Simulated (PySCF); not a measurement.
Rows and methods have been separated. Pair them.

Compound: C₃H₈AlN.
Bonds: C1–C2 (double), C2–Al3, Al3–N4, N4–C5. Hydrogens: H6, H7 on C1; H8 on C2; H9 on Al3; H10 on N4; H11, H12, H13 on C5.

The closed-shell ground state was solved 3 times with PySCF (density fitting, gas phase), always with PBE0, in these basis sets: STO-3G, aug-cc-pVDZ and pcSseg-0. The structure is a single PBE0-D3(BJ)/def2-SVP conformer in the gas phase; no vibrational or solvent corrections.

```csv
row,total energy (Eh),HOMO (eV),LUMO (eV),dipole (D)
P,-415.3289,-6.58,-0.70,1.37
Q,-415.9965,-6.72,-0.96,0.90
R,-410.9406,-3.37,3.46,0.98
```

Problem. Which basis belongs to which row?

Solution. P = pcSseg-0, Q = aug-cc-pVDZ, R = STO-3G. From the lowest total energy up: aug-cc-pVDZ (191 functions) 0 eV; pcSseg-0 (65 functions) +18.17 eV; STO-3G (37 functions) +137.58 eV.

Conformer computed: `[CH2:1]=[CH:2][AlH:3][NH:4][CH3:5]`: C1–C2–Al3–N4 180°, C2–Al3–N4–C5 0°.
